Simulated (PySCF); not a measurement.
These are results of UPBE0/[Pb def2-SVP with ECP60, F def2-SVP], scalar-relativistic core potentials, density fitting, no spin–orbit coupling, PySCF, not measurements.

```xyz
4
charge 0 multiplicity 2, angstrom
Pb    0.0000    0.0000   -0.1421
F     1.9177    0.0000    0.5992
F    -0.9588    1.6608    0.5992
F    -0.9589   -1.6608    0.5992
```

PbF3 (doublet), along the line from Pb1 (at 0) through F2 (at 2.056 Å). Core electrons replaced by a potential are absent, the electrostatic potential uses the reduced nuclear charge, and values within about 0.7 Å of such atoms have no physical meaning.

Question: Tabulate the fields along this line at -0.72, 0.82, 1.03, 1.23, 1.44, 1.64, 1.85, 2.16, 2.36, 2.57, 2.78, 2.98, 3.19 Å.

Answer: 
```json
{"distance (Å)": "-0.72", "electron density (e/Å³)": "3.43", "spin density (e/Å³)": "0.0435", "electron localisation function": "0.571", "electrostatic potential (V)": "56.7"}
{"distance (Å)": "0.82", "electron density (e/Å³)": "1.77", "spin density (e/Å³)": "0.00248", "electron localisation function": "0.365", "electrostatic potential (V)": "38.4"}
{"distance (Å)": "1.03", "electron density (e/Å³)": "0.706", "spin density (e/Å³)": "-0.0153", "electron localisation function": "0.144", "electrostatic potential (V)": "19.7"}
{"distance (Å)": "1.23", "electron density (e/Å³)": "0.772", "spin density (e/Å³)": "0.00518", "electron localisation function": "0.306", "electrostatic potential (V)": "13.2"}
{"distance (Å)": "1.44", "electron density (e/Å³)": "1.89", "spin density (e/Å³)": "0.144", "electron localisation function": "0.745", "electrostatic potential (V)": "18.6"}
{"distance (Å)": "1.64", "electron density (e/Å³)": "5.13", "spin density (e/Å³)": "0.579", "electron localisation function": "0.744", "electrostatic potential (V)": "57.9"}
{"distance (Å)": "1.85", "electron density (e/Å³)": "13.3", "spin density (e/Å³)": "1.44", "electron localisation function": "0.12", "electrostatic potential (V)": "263"}
{"distance (Å)": "2.16", "electron density (e/Å³)": "104", "spin density (e/Å³)": "1.37", "electron localisation function": "0.837", "electrostatic potential (V)": "765"}
{"distance (Å)": "2.36", "electron density (e/Å³)": "8.57", "spin density (e/Å³)": "0.784", "electron localisation function": "0.587", "electrostatic potential (V)": "114"}
{"distance (Å)": "2.57", "electron density (e/Å³)": "3.04", "spin density (e/Å³)": "0.25", "electron localisation function": "0.832", "electrostatic potential (V)": "25.5"}
{"distance (Å)": "2.78", "electron density (e/Å³)": "0.929", "spin density (e/Å³)": "0.0774", "electron localisation function": "0.76", "electrostatic potential (V)": "5.31"}
{"distance (Å)": "2.98", "electron density (e/Å³)": "0.274", "spin density (e/Å³)": "0.0233", "electron localisation function": "0.552", "electrostatic potential (V)": "0.255"}
{"distance (Å)": "3.19", "electron density (e/Å³)": "0.0924", "spin density (e/Å³)": "0.00852", "electron localisation function": "0.333", "electrostatic potential (V)": "-0.973"}
```

On a grid of 0.10 Å the density has a local minimum along the bond near 1.13 Å from Pb, at 0.64 e/Å³, where the ELF is 0.15.

With an element this heavy the missing spin–orbit coupling can shift these numbers.
